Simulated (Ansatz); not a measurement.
One change: `F[SiH]([GaH2])[SeH]` becomes `F[SiH](S)[GaH2]`.

Ansatz, PBE0-D4/def2-TZVP geometries, multiplicity 1. Each molecule was computed in one conformer, which needn't be the lowest.

Scalar relativity is left out up to krypton. Spin–orbit coupling is left out; it splits and shifts lone-pair levels of the heavy atoms by tenths of an eV.

| property | `F[SiH]([GaH2])[SeH]` |
| --- | --- |
| HOMO energy (PBE/def2-TZVPP) / eV | -6.23 |
| LUMO energy (B3LYP/def2-TZVPP) / eV | -2.49 |
| size of the dipole moment (B3LYP/def2-TZVPP) / D | 1.06 |
| zero-point energy (PBE0-D4/def2-TZVP) / kJ/mol | 89.0 |
| size of the dipole moment (PBE/def2-TZVPP) / D | 0.89 |
| HOMO–LUMO gap (B3LYP/def2-TZVPP) / eV | 4.57 |

Problem. Give the same properties after the change, and the shifts. (Estimate.)

Solution. Ansatz gave: 
```json
{"property": "HOMO energy (PBE/def2-TZVPP) / eV", "`F[SiH](S)[GaH2]`": "-6.38", "shift": "-0.15"}
{"property": "LUMO energy (B3LYP/def2-TZVPP) / eV", "`F[SiH](S)[GaH2]`": "-2.61", "shift": "-0.12"}
{"property": "size of the dipole moment (B3LYP/def2-TZVPP) / D", "`F[SiH](S)[GaH2]`": "1.26", "shift": "0.20"}
{"property": "zero-point energy (PBE0-D4/def2-TZVP) / kJ/mol", "`F[SiH](S)[GaH2]`": "92.3", "shift": "3.3"}
{"property": "size of the dipole moment (PBE/def2-TZVPP) / D", "`F[SiH](S)[GaH2]`": "1.14", "shift": "0.25"}
{"property": "HOMO–LUMO gap (B3LYP/def2-TZVPP) / eV", "`F[SiH](S)[GaH2]`": "4.67", "shift": "0.10"}
```

With PBE0 the HOMO falls by 0.21 eV and the LUMO falls by 0.11 eV, so the gap widens by about 0.10 eV. PBE moves the HOMO by -0.15 eV and ωB97M-V by -0.21 eV. Dipoles are sizes alone; their direction can turn.

B3LYP here is the variant with VWN-RPA as its local correlation; programs differ in this.
